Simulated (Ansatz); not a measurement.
Consider the cleavage of the Ge–Si bond: `[OH][GeH2][SiH2][SiH3]` + `O[SiH2]O` → `O[SiH2][O][GeH2][OH]` + `[SiH3][SiH3]`.

Program: Ansatz. Geometries: PBE0-D4/def2-TZVP. ΔE: electronic, gas phase. CCSD(T)/CBS is the MP2 limit (def2-TZVPP, def2-QZVPP) plus CCSD(T) − MP2 in def2-TZVPP, frozen cores. Functionals use def2-TZVPP. For Ge outer-core shells are correlated without core-valence functions, which leaves a few kJ/mol of doubt a bond. Scalar relativity is left out up to krypton. One conformer a species, not always the lowest.

```
         level  ΔE (kJ/mol)
        PBE-D4        -21.2
     r2SCAN-D4        -35.7
 HF/def2-TZVPP        -68.2
MP2/def2-TZVPP        -47.3
```

(1) What does CCSD(T)/CBS give? (An estimate is asked.)

Largest T1 diagnostic among the species: 0.013.

Results:

(1) Computed: -40.2 kJ/mol. The listed levels differ from it by 19.0, 4.5, -28.0, -7.1 kJ/mol.

From PBE to PBE0 (25 % exact exchange), in def2-TZVPP and without D4, ΔE moves by −5.7 kJ/mol. In def2-TZVPP, CCSD(T) changes the Hartree–Fock value by +22.8 kJ/mol (the triples alone add +2.4 kJ/mol) and MP2 by +20.9 kJ/mol.
